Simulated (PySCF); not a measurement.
## What builds the second ionisation energy along the 5p block

Calculated with PySCF 2.14 from differences of total energies of unrestricted determinants, without spin-orbit coupling. Each column adds one step, in eV (sums use unrounded values): valence MP2, valence CCSD, valence triples, then the next inner shell at CCSD(T) (In 4s 4p 4d, Sn 4s 4p 4d, Sb 4s 4p 4d, Te 4s 4p 4d, I 4s 4p 4d, Xe 4s 4p 4d). References (NIST) marked * lie between the lowest fine-structure levels; the others compare directly ((s) semi-empirical, (t) theoretical).

| element | UHF | + MP2 | + CCSD | + (T) | + inner shell | sum | reference |
| --- | --- | --- | --- | --- | --- | --- | --- |
| In [Kr] 4d10 5s2 → [Kr] 4d10 5s1 (def2-TZVPPD with the def2 core potential (28 electrons), ECP) | 17.010 | 0.639 | 0.257 | 0.000 | 0.781 | 18.687 | 18.870 |
| Sn [Kr] 4d10 5s2 5p1 → [Kr] 4d10 5s2 (def2-TZVPPD with the def2 core potential (28 electrons), ECP) | 13.749 | 0.198 | 0.063 | 0.018 | 0.110 | 14.139 | 14.282 |
| Sb [Kr] 4d10 5s2 5p2 → [Kr] 4d10 5s2 5p1 (def2-TZVPPD with the def2 core potential (28 electrons), ECP) | 16.006 | 0.311 | 0.035 | 0.022 | 0.103 | 16.476 | 16.626 ± 0.025 * |
| I [Kr] 4d10 5s2 5p4 → [Kr] 4d10 5s2 5p3 (def2-TZVPPD with the def2 core potential (28 electrons), ECP) | 17.684 | 0.599 | 0.128 | 0.022 | 0.088 | 18.521 | 18.750 |
| Xe [Kr] 4d10 5s2 5p5 → [Kr] 4d10 5s2 5p4 (def2-TZVPPD with the def2 core potential (28 electrons), ECP) | 20.073 | 0.697 | 0.020 | 0.027 | 0.087 | 20.904 | 20.975 (s) * |

Task: Estimate the missing row, Te [Kr] 4d10 5s2 5p3 → [Kr] 4d10 5s2 5p2 (def2-TZVPPD with the def2 core potential (28 electrons), ECP).

Result: The calculation gives UHF 18.359; + MP2 0.419; + CCSD -0.016; + (T) 0.025; + inner shell 0.093; sum 18.880. The reference value is 18.6 ± 0.4 *.

What remains against the references is mostly basis incompleteness and, for starred values, spin-orbit coupling.

These are valence bases, so the inner-shell step is incomplete.
